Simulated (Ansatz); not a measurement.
Calculated with Ansatz (gas phase, PBE0-D4/def2-TZVP geometries, no zero-point term in ΔE). CBS: MP2 limit from def2 TZ/QZ plus the TZ coupled-cluster correction, frozen cores. DFT in def2-TZVPP. B3LYP here is the variant with VWN-RPA as its local correlation; programs differ in this. HSE06 is defined as in plane-wave codes. For Se outer-core shells are correlated without core-valence functions, which leaves a few kJ/mol of doubt a bond. Scalar relativity is left out up to krypton. Each species was taken in one conformer, which may not be the lowest.

Consider the substitution at a C–C bond: `CCOC(F)F` + `Cl[SiH2][SeH]` → `C[Se][SiH2]Cl` + `COC(F)F`.

`CCOC(F)F`:

Z-matrix (Å, degrees):
```
C
C 1 1.505
H 1 1.092 2 109.9
H 1 1.091 2 110.8 3 -120.0
H 1 1.091 2 110.6 3 119.7
O 2 1.425 1 108.1 3 -179.8
H 2 1.095 1 111.1 3 -59.7
H 2 1.098 1 111.0 3 60.6
C 6 1.348 2 114.2 1 -173.8
F 9 1.338 6 107.7 2 171.3
F 9 1.361 6 111.2 2 -71.4
H 9 1.099 6 113.7 2 49.7
```

`Cl[SiH2][SeH]`:

Cartesian coordinates in Å:
```
Cl 1.562 -0.233 1.739
Si -0.053 -0.128 0.484
Se 0.765 0.500 -1.539
H -0.692 -1.462 0.426
H -1.003 0.870 1.027
H -0.578 0.453 -2.138
```

`C[Se][SiH2]Cl`:

Z-matrix (Å, degrees):
```
C
Se 1 1.958
H 1 1.088 2 106.2
H 1 1.088 2 110.2 3 -118.8
H 1 1.088 2 109.9 3 118.7
Si 2 2.249 1 96.6 3 179.4
Cl 6 2.061 2 112.4 1 64.2
H 6 1.480 2 107.0 1 -176.4
H 6 1.482 2 111.0 1 -53.9
```

`COC(F)F`:

Cartesian coordinates in Å:
```
C -0.685 0.611 0.763
O -0.438 -0.644 0.156
C 0.572 -0.630 -0.738
F 1.774 -0.476 -0.120
F 0.587 -1.818 -1.349
H -0.865 1.384 0.006
H -1.580 0.490 1.369
H 0.150 0.913 1.400
H 0.486 0.170 -1.486
```

```csv
level,ΔE (kJ/mol),difference from CCSD(T)/CBS
LDA (SPW92),17.3,6.2
BLYP-D4,4.4,-6.7
B97M-V,14.1,3.0
B3LYP-D4,8.0,-3.1
r2SCANh-D4,11.7,0.6
PBE-QIDH,12.0,0.9
PBE,9.3,-1.8
revPBE,7.6,-3.5
r2SCAN,11.5,0.4
PBE0,12.5,1.4
HSE06,12.2,1.1
LC-ωPBE,16.1,5.0
HF/def2-SVP,24.5,13.4
MP2/def2-TZVPP,7.3,-3.8
MP2/def2-QZVPP,7.5,-3.6
SCS-MP2/def2-QZVPP,8.8,-2.3
CCSD(T)/CBS,11.1,0
```

Largest T1 diagnostic among the species: 0.011.

Leaving LDA and LC-ωPBE aside and taking each functional with its dispersion term where it has one, the values spread over 9.7 kJ/mol, from BLYP-D4 to B97M-V. LDA lies +8.0 kJ/mol from PBE without D4. In def2-TZVPP, CCSD(T) changes the Hartree–Fock value by −7.4 kJ/mol (the triples alone add −2.1 kJ/mol) and MP2 by −10.9 kJ/mol.
